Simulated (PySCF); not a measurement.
# Excitation energies in several basis sets

C2H10OSi2.
SMILES: `O[SiH2]CC[SiH3]`

TDDFT with PBE0 (PySCF), vertical singlets, core orbitals frozen in the response, spherical d and f functions. The structure is a single PBE0-D3(BJ)/def2-SVP conformer in the gas phase; no vibrational or solvent corrections.

| basis | functions | diffuse | S1 (eV) | S2 (eV) | S3 (eV) | S4 (eV) | S5 (eV) | LUMO (eV) | α (au) |
| --- | --- | --- | --- | --- | --- | --- | --- | --- | --- |
| 6-31G* | 98 | no | 7.31 | 7.44 | 7.89 | 8.42 | 8.62 | 0.76 | 68.6 |
| 6-31+G* | 118 | yes | 6.69 | 6.96 | 6.96 | 7.61 | 7.70 | -0.19 | 77.9 |
| def2-SVP | 128 | no | 7.53 | 7.62 | 7.87 | 8.44 | 8.54 | 0.88 | 74.0 |
| def2-SVPD | 191 | yes | 6.93 | 7.16 | 7.25 | 7.89 | 7.97 | 0.07 | 85.6 |
| aug-cc-pVDZ | 213 | yes | 6.63 | 6.86 | 6.87 | 7.40 | 7.45 | -0.33 | 87.4 |
| def2-TZVP | 227 | no | 6.99 | 7.23 | 7.39 | 7.96 | 8.20 | 0.25 | 81.9 |
| def2-TZVPD | 290 | yes | 6.69 | 6.98 | 7.01 | 7.64 | 7.66 | -0.19 | 86.8 |

**Question.** Compare the sets with the largest diffuse one.

**Answer.** States are compared by their number. Against the largest diffuse basis here (def2-TZVPD, itself not a converged limit), sets without diffuse functions differ by up to 0.84 eV in S1 and 0.97 eV in S5; the smaller diffuse sets differ by up to 0.24 and 0.32 eV. State by state, the largest deviation of a set without diffuse functions is S1 0.84, S2 0.64, S3 0.88, S4 0.80, S5 0.97 eV. The same number needn't mean the same state in each row. Against def2-TZVPD the polarisability deviates by -21% in 6-31G*, -10% in 6-31+G*, -15% in def2-SVP, -1% in def2-SVPD, +1% in aug-cc-pVDZ, -6% in def2-TZVP. A single + in a Pople set puts diffuse functions on heavy atoms only.

Without π bonds the low states are Rydberg-like; a valence basis with one diffuse set may place them up to an eV too high.
